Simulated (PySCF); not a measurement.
A run for PySCF: D3(BJ) and D4 dispersion corrections on BrHOSe (SMILES O[Se]Br), a point of a torsion scan.

```python
from pyscf import gto
from pyscf.dispersion import dftd3, dftd4

mol = gto.M(
    atom='''
    O    -1.10957837    0.09667990    0.29792518
    Se    0.34647342    1.06810648   -0.15212489
    Br    1.67700862   -0.59567566   -0.98705909
    H    -1.21921673   -0.66528065   -0.27918623
    ''',
    basis='def2-svp',
    charge=0, spin=0, verbose=0, max_memory=1800)
d3, d4 = {}, {}
for xc in ['hf', 'pbe', 'blyp', 'revpbe', 'tpss', 'r2scan', 'b3lyp', 'pbe0', 'bhlyp', 'camb3lyp', 'b2plyp']:
    d3[xc] = float(dftd3.DFTD3Dispersion(mol, xc=xc, version='d3bj', atm=False).get_dispersion()['energy'])
    print(f'D3(BJ) {xc:10s} {d3[xc]:14.8f} Eh')
for xc in ['hf', 'pbe', 'blyp', 'revpbe', 'tpss', 'r2scan', 'b3lyp', 'pbe0', 'bhlyp', 'camb3lyp', 'b2plyp']:
    d4[xc] = float(dftd4.DFTD4Dispersion(mol, xc={'camb3lyp': 'cam-b3lyp'}.get(xc, xc), atm=True).get_dispersion()['energy'])
    print(f'D4     {xc:10s} {d4[xc]:14.8f} Eh')
```

Output:

```
D3(BJ) hf            -0.02848911 Eh
D3(BJ) pbe           -0.00308643 Eh
D3(BJ) blyp          -0.00736211 Eh
D3(BJ) revpbe        -0.00740108 Eh
D3(BJ) tpss          -0.00407815 Eh
D3(BJ) r2scan        -0.00079022 Eh
D3(BJ) b3lyp         -0.00617038 Eh
D3(BJ) pbe0          -0.00283728 Eh
D3(BJ) bhlyp         -0.00553032 Eh
D3(BJ) camb3lyp      -0.00288186 Eh
D3(BJ) b2plyp        -0.00322681 Eh
D4     hf            -0.01162798 Eh
D4     pbe           -0.00339232 Eh
D4     blyp          -0.00745742 Eh
D4     revpbe        -0.00904578 Eh
D4     tpss          -0.00455773 Eh
D4     r2scan        -0.00069275 Eh
D4     b3lyp         -0.00564613 Eh
D4     pbe0          -0.00284516 Eh
D4     bhlyp         -0.00500674 Eh
D4     camb3lyp      -0.00294438 Eh
D4     b2plyp        -0.00231703 Eh
```

The run finished.

Cost: roughly 0.020 core-seconds.
